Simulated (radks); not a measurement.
Results of a calculation; reference values are marked as such.
All-electron atom: the thallium ion Tl2+ in [Xe] 4f14 5d10 6s1. Level of theory: Dirac Kohn-Sham, PBE, spin-unpolarised, spherical densities, point nucleus (a radial shooting solver on a logarithmic mesh with Libxc functionals).

X-ray form factor f0, the Fourier transform of the density (f0(0) = 79):

sin(theta)/lambda (1/angstrom)  f0 (electrons)
0.05                                    78.201
0.1                                     75.970
0.15                                    72.716
0.2                                     68.911
0.25                                    64.943
0.3                                     61.070
0.4                                     54.074
0.5                                     48.240
0.6                                     43.402
0.8                                     35.727
1                                       29.680
1.25                                    23.809
1.5                                     19.681
2                                       15.142
